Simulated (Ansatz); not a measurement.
A nudged elastic band was laid between two geometries of C₂H₉NSiTe (14 atoms, charge 0, multiplicity 1).

Method: RKS BLYP-D4/def2-SVP in Ansatz.

| Property | Result |
| --- | --- |
| movable images | 5 |
| climbing image | yes |
| spring | 5.0 eV/Å² |
| optimiser | quadratic models (default) |
| start path | IDPP |
| force threshold | 0.05 eV/Å |
| iteration limit | 60 |
| end points | relaxed |

First end point:

```xyz
14
Properties=species:S:1:pos:R:3
C -0.950 0.833 0.664
C 0.164 0.223 -0.203
N 1.405 0.984 -0.258
Si 0.541 -1.609 0.222
Te -0.504 0.186 -2.394
H -1.184 1.870 0.343
H -0.611 0.873 1.724
H -1.889 0.245 0.629
H 1.221 1.995 -0.334
H 1.975 0.837 0.587
H 1.551 -2.187 -0.716
H -0.728 -2.403 0.199
H 1.107 -1.651 1.623
H -2.110 -0.225 -2.056
```

Last end point:

```xyz
14
Properties=species:S:1:pos:R:3
C -0.859 0.843 0.881
C 0.178 0.259 -0.081
N 1.389 1.003 -0.049
Si 0.509 -1.612 0.162
Te -0.791 0.361 -2.287
H -1.071 1.907 0.646
H -0.467 0.790 1.920
H -1.817 0.292 0.836
H 2.128 0.661 -0.672
H 1.267 2.016 -0.177
H 1.585 -2.039 -0.789
H -0.748 -2.389 -0.069
H 0.985 -1.857 1.570
H -2.302 -0.266 -1.864
```

(1) What changes between the two ends?

(2) What energy profile does the band end with?

(3) What is the geometry of the highest image?

(4) What are the harmonic wavenumbers there?

The band took 7 iterations and about 7 core-minutes.

Answers

(1) No bond is made or broken. The dihedral Te5–C2–N3–H9 goes from 78 to -62°.

(2) The forces met the threshold. The highest image is number 3 of 0 to 6, 18.6 kJ/mol above the first end and 34.3 kJ/mol above the last; the last end lies 15.6 kJ/mol below the first. A vibrational analysis at the climbing image gives one clearly imaginary mode, 382i cm⁻¹: a first-order saddle point.

```csv
image,path coordinate (Å),energy (kJ/mol),dihedral Te5–C2–N3–H9 (°)
0,0.00,0.0,78
1,0.47,3.1,60
2,0.94,12.6,39
3,1.41,18.6,14
4,1.93,9.3,-15
5,2.44,-8.1,-41
6,2.96,-15.6,-62
```

(3) 
```xyz
14
Properties=species:S:1:pos:R:3
C -0.871 0.778 0.821
C 0.149 0.206 -0.175
N 1.461 0.902 -0.116
Si 0.524 -1.658 0.079
Te -0.669 0.433 -2.301
H -1.079 1.849 0.616
H -0.462 0.696 1.855
H -1.830 0.226 0.803
H 1.625 1.522 -0.919
H 1.476 1.514 0.712
H 1.518 -2.124 -0.935
H -0.729 -2.485 -0.020
H 1.096 -1.837 1.461
H -2.221 -0.049 -1.851
```

(4) 382i, 29, 139, 200, 223, 229, 256, 285, 321, 442, 573, 624, 635, 680, 752, 907, 913, 921, 931, 981, 1059, 1123, 1206, 1346, 1419, 1420, 1577, 2028, 2132, 2143, 2197, 2921, 2995, 3039, 3368, 3446 cm⁻¹.

Time of the run: 3.8 min on 2 threads of Arm Neoverse N1, on a shared host, peak memory 0.19 GiB.
